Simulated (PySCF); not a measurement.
Species: [InMeH3]-, CH₆In (charge -1).
Bonds: In1–C2. Hydrogens: H6, H7, H8 on In1; H3, H4, H5 on C2.

Computed with PBE0-D3(BJ)/def2-SVP geometry optimisation, gas phase, def2 core potentials past Kr in PySCF 2.14.0.

Problem. What internal coordinates does the optimisation give?

Solution. 
| bond | length (Å) |
| --- | --- |
| In1–C2 | 2.240 |
| In1–H6, In1–H7, In1–H8 | 1.797 |
| C2–H3, C2–H4, C2–H5 | 1.104 |

Bonds in one row agree within 0.01 Å and their mean is given. A selection of angles:
| angle | degrees |
| --- | --- |
| C2–In1–H6 | 109.3 |
| H6–In1–H7 | 109.7 |
| In1–C2–H3 | 111.2 |
| H3–C2–H4 | 107.7 |

In1 (indium bonded to C and 3 H) is tetrahedral (angles from 109.3° to 109.7°).

No frequency check.

Hardware: an x86-64 server with one thread, on a shared host. Cost: 9.5 s wall. This is the geometry optimisation.
